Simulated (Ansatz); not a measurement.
Relaxation of FH$_{8}$NSi$_{2}$ (12 atoms, charge 0, multiplicity 1), to a largest force component of 0.03 eV/Å in at most 50 steps.

The calculation used RHF/6-31G* (Ansatz).

```xyz
12
Properties=species:S:1:pos:R:3:forces:R:3
Si -0.510 0.242 -0.193 -0.79 0.14 0.19
F 0.440 -1.349 1.911 0.07 -0.23 0.35
H 0.594 0.929 0.482 0.00 0.00 0.00
H -0.912 1.080 -1.347 0.00 0.00 0.00
H -0.156 -1.082 -0.716 0.00 0.00 0.00
N -1.884 0.060 0.945 0.78 0.01 -0.38
H -2.524 -0.661 0.666 -0.01 0.00 -0.01
Si -2.594 1.312 1.923 0.00 -0.03 -0.02
H -3.246 0.707 3.101 0.00 0.00 0.00
H -1.510 2.209 2.357 0.00 0.00 0.00
H -3.613 2.110 1.209 0.00 0.00 0.00
H -0.423 -1.156 2.154 -0.06 0.10 -0.14
```

Q: Where does it end, and by what steps?

A: The run converged. The force dipped under the threshold on the way, but the program's further checks kept it going. After 14 steps the energy has fallen by 0.207 eV; F2 moved furthest, 0.93 Å.

| step | energy less start (eV) | largest force component (eV/Å) | accepted |
| --- | --- | --- | --- |
| 0 | 0.0000 | 0.792 | yes |
| 1 | -0.0537 | 2.074 | yes |
| 2 | -0.1151 | 1.635 | yes |
| 3 | -0.1698 | 0.266 | yes |
| 4 | -0.1885 | 0.407 | yes |
| 5 | -0.1845 | 0.663 | no |
| 6 | -0.1991 | 0.157 | yes |
| 7 | -0.2035 | 0.048 | yes |
| 8 | -0.1889 | 0.521 | no |
| 9 | -0.2043 | 0.017 | yes |
| 10 | -0.2052 | 0.101 | yes |
| 11 | -0.2056 | 0.070 | yes |
| 12 | -0.2060 | 0.049 | yes |
| 13 | -0.2061 | 0.045 | yes |
| 14 | -0.2065 | 0.023 | yes |

```xyz
12
Properties=species:S:1:pos:R:3
Si -0.544 0.339 -0.378
F -0.072 -1.329 2.684
H 0.521 1.149 0.231
H -1.101 1.071 -1.535
H -0.018 -0.952 -0.852
N -1.752 0.021 0.857
H -2.411 -0.688 0.584
Si -2.431 1.200 1.966
H -3.034 0.485 3.103
H -1.332 2.067 2.415
H -3.475 2.031 1.333
H -0.688 -0.995 2.083
```

Whether the end is a true minimum wasn't checked by a vibrational analysis.

The run took 30 s on 1 thread of Arm Neoverse V2, with other jobs on the host, peak memory 0.15 GiB.
